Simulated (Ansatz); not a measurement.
Ansatz (an electronic-structure program) input:

Ansatz 0.2 input:
```yaml
crystal:
  periodic: [false, false, false]
  atoms:
    - {symbol: B, position_ang: [1.13507448, -0.08345247, -0.22422727]}
    - {symbol: C, position_ang: [-0.40802784, -0.15724588, -0.06580550]}
    - {symbol: H, position_ang: [1.82689947, 0.69571560, 0.29992520]}
    - {symbol: H, position_ang: [-0.86501935, 0.81428837, -0.27063346]}
    - {symbol: H, position_ang: [-0.92655533, -0.89320367, -0.68090650]}
    - {symbol: H, position_ang: [-0.64535264, -0.38978247, 0.97551972]}
basis:
  gaussian:
    orbitals: def2-TZVP
hamiltonian:
  xc: b3lyp
  dispersion: d3bj
magnetization: {spin_polarized: true, initial_magnetization: 1}
relax: {f_tol: 0.002, max_steps: 150}
```

### Question
Predict the final energy.

### Answer
-65.30347 Eh (B3LYP-D3(BJ)/def2-TZVP). The basis has 86 functions.

It need not be the lowest isomer of its formula.
